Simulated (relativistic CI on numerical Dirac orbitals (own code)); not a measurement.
**How well does a small relativistic CI reproduce N+?**

Calculated at this level of theory: Dirac-Coulomb-Breit CI, orbitals from a KLI potential per configuration, QED by a radiative potential, valence Slater integrals scaled by 0.85, P86 correlation energy added to each configuration (own radial code, finite nucleus).

Configurations in the expansion (outside the closed core 1s2): 2s²2p², 2s2p³, 2s²2p3s, 2s²2p3p, 2s²2p3d, 2p⁴, 2s²2p4s, 2s²2p4p, 2s²2p4d, 2s²2p4f, 2s²3s², 2s²3s3p, 2s2p²3s, 2s²3s3d, 2s²3p², 2p³3s. Levels of other configurations are missing.

```csv
Configuration,Term (tabulated),J,Measured (cm⁻¹),Computed,Error,Purity (%)
2s²2p²,3P,0,0.0,0,0,98
2s²2p²,3P,1,48.7,47,-2,98
2s²2p²,3P,2,130.8,125,-6,98
2s²2p²,1D,2,15316.2,15287,-29,99
2s²2p²,1S,0,32688.6,27675,-5014,95
2s²2p3s,3P°,0,148908.6,146865,-2044,96
2s²2p3s,3P°,1,148940.2,146916,-2024,96
2s²2p3s,3P°,2,149076.5,147030,-2046,96
2s²2p3s,1P°,1,149187.8,148580,-608,91
2s²2p3p,1P,1,164610.8,170250,5640,99
2s²2p3p,3D,1,166521.7,171905,5383,99
2s²2p3p,3D,2,166582.5,171966,5384,99
2s²2p3p,3D,3,166678.6,172064,5386,99
2s²2p3p,3S,1,168892.2,174045,5153,99
2s²2p3p,3P,0,170572.6,175310,4737,97
2s²2p3p,3P,1,170607.9,175347,4739,97
2s²2p3p,3P,2,170666.2,175406,4740,97
2s²2p3p,1D,2,174212.0,178809,4597,99
2s²2p3p,1S,0,178273.4,182530,4256,96
2s²2p3d,3F°,2,186511.6,191544,5033,99
2s²2p3d,3F°,3,186571.0,191603,5033,100
2s²2p3d,3F°,4,186652.5,191685,5033,100
2s²2p3d,1D°,2,187091.4,192437,5345,95
2s²2p3d,3D°,1,187437.6,192768,5330,99
2s²2p3d,3D°,2,187461.6,192791,5329,98
2s²2p3d,3D°,3,187491.9,192823,5331,99
2s²2p3d,3P°,2,188857.4,193764,4907,98
2s²2p3d,3P°,1,188909.2,193817,4908,99
2s²2p3d,3P°,0,188937.2,193845,4907,99
2s²2p3d,1F°,3,189335.2,194756,5420,99
```

Measured levels from NIST Handbook of Basic Atomic Spectroscopic Data (Sansonetti and Martin, J. Phys. Chem. Ref. Data 34, 1559 (2005)); pairs were made by configuration, J and term (by order where the table uses no LS term), so strongly mixed levels may be paired wrongly.

Mean error by configuration (cm⁻¹): 2s²2p² -1262; 2s²2p3s -1681; 2s²2p3p 5001; 2s²2p3d 5143. Over the excited levels the mean absolute error is 4081 cm⁻¹ (29 of the 39 excited levels that our extract of the source holds in range could be paired, and the others can miss by more), and the median relative error of those above 1,000 cm⁻¹ is 2.8 %.
